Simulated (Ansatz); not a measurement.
Ansatz (a quantum-chemistry and plane-wave program) input (revPBE/def2-TZVPD):

Ansatz 0.2 input:
```yaml
crystal:
  periodic: [false, false, false]
  atoms:
    - {symbol: F, position_ang: [1.58120268, -0.87403530, -0.85810706]}
    - {symbol: Si, position_ang: [1.27063524, 0.53131803, -0.12403662]}
    - {symbol: C, position_ang: [-0.25281753, 0.31061639, 0.93945369]}
    - {symbol: Si, position_ang: [-1.83801284, -0.15996705, 0.04072962]}
    - {symbol: H, position_ang: [2.47773869, 0.85506966, 0.69124877]}
    - {symbol: H, position_ang: [-0.41870206, 1.25104290, 1.47520563]}
    - {symbol: H, position_ang: [-0.02639927, -0.45403699, 1.69217284]}
    - {symbol: H, position_ang: [-1.67476730, -1.46164367, -0.64387053]}
    - {symbol: H, position_ang: [-2.95990653, -0.26247094, 1.00410362]}
    - {symbol: H, position_ang: [-2.16859610, 0.87574484, -0.96632110]}
basis:
  gaussian:
    orbitals: def2-TZVPD
hamiltonian:
  xc: {name: revPBE}
magnetization: {spin_polarized: true, initial_magnetization: 1}
output: {forces: true}
```

End of the output:

```
mean field -19604.88783891 eV, -720.4663394098 hartree, gradient 3.2e-5 eV, S^2 0.751901; 0 other end points of the search recorded, 0 dependent functions left out
the calculation of the forces begins
reference -19604.88791350 eV, -720.4663421510 hartree; 25, 24 occupied and 192, 193 virtual orbitals, 1227 factors
Total energy: -19604.88791350 eV, -720.4663421510 hartree
Atom 0 at     1.581203    -0.874035    -0.858107 Å, force     0.162816    -0.527168    -0.310250 eV/Å
Atom 1 at     1.270635     0.531318    -0.124037 Å, force    -0.125877     0.462847     0.007586 eV/Å
Atom 2 at    -0.252818     0.310616     0.939454 Å, force     0.009603     0.008467    -0.048365 eV/Å
Atom 3 at    -1.838013    -0.159967     0.040730 Å, force     0.008614     0.019936    -0.003617 eV/Å
Atom 4 at     2.477739     0.855070     0.691249 Å, force     0.222005     0.068922     0.138638 eV/Å
Atom 5 at    -0.418702     1.251043     1.475206 Å, force    -0.045078     0.256662     0.148801 eV/Å
Atom 6 at    -0.026399    -0.454037     1.692173 Å, force     0.062160    -0.201147     0.214639 eV/Å
Atom 7 at    -1.674767    -1.461644    -0.643871 Å, force     0.010460    -0.254643    -0.133207 eV/Å
Atom 8 at    -2.959907    -0.262471     1.004104 Å, force    -0.223585    -0.024504     0.180532 eV/Å
Atom 9 at    -2.168596     0.875745    -0.966321 Å, force    -0.081118     0.190628    -0.194757 eV/Å
Dipole moment:    -0.088829     0.183152     0.301126 e Å
```

It need not be the lowest isomer of its formula.
